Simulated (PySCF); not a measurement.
**Electronic absorption of C3H7NO2Si**

C₃H₇NO₂Si.
Structure used (PBE0-D3(BJ)/def2-SVP), in Å, numbered top down from 1:
```
atom  x, y, z in Å
C1     2.920    0.516    0.452
O2     1.543    0.659    0.243
Si3    0.390   -0.481    0.508
O4    -1.035    0.296    0.147
C5    -2.299   -0.275    0.146
C6    -3.304    0.707   -0.277
N7    -4.110    1.466   -0.607
H8     3.355   -0.284   -0.175
H9     3.414    1.461    0.183
H10    3.159    0.295    1.508
H11    0.380   -0.930    1.935
H12    0.555   -1.665   -0.390
H13   -2.372   -1.139   -0.544
H14   -2.598   -0.639    1.148
```

Level of theory: TDDFT CAM-B3LYP/def2-SVPD, vertical, gas phase, core orbitals frozen in the response (PySCF 2.14.0, density-fitted response routines).

| state | λ (nm) | E (eV) | f | main configurations (H = HOMO, L = LUMO) |
| --- | --- | --- | --- | --- |
| S1 | 174.8 | 7.09 | 0.0002 | H→L (51%), H-1→L (22%) |
| S2 | 171.2 | 7.24 | 0.0006 | H→L (26%), H-1→L (19%), H→L+1 (8%) |
| S3 | 162.2 | 7.65 | 0.011 | H→L+1 (22%), H-1→L (20%), H-3→L (14%) |
| S4 | 159.3 | 7.79 | 0.0012 | H→L+2 (37%), H-1→L (25%), H→L+3 (10%) |
| S5 | 156.9 | 7.90 | 0.011 | H-3→L+4 (21%), H-1→L+4 (18%), H-4→L (16%) |
| S6 | 152.5 | 8.13 | 0.010 | H-4→L+4 (38%), H-1→L+2 (19%), H→L+1 (10%) |

The lowest singlet lies at 7.09 eV (175 nm, vacuum ultraviolet) and is dark (f under 0.0005); its leading configuration is HOMO→LUMO (51%). The largest oscillator strength of a single state is 0.011. Löwdin shares by element: HOMO oxygen 40% or more, hydrogen 19% or more, silicon 16% (atoms not listed hold the other 25%); LUMO carbon 23% or more, silicon 19%, hydrogen 9% or more (atoms not listed hold the other 49%). The listed states span 1.04 eV, and the widest gap between neighbours is 0.40 eV (S2 to S3). Orbital energies (eV): HOMO-3 -11.28, HOMO-2 -10.77, HOMO-1 -10.35, HOMO -9.97, LUMO 0.53, LUMO+1 0.98, LUMO+2 1.18. Of the 6 states listed, 3 reach f = 0.01 and 1 stays under 0.0005. Only the lowest 6 singlets were computed, as vertical energies without vibronic structure.

One conformer stands for the species.
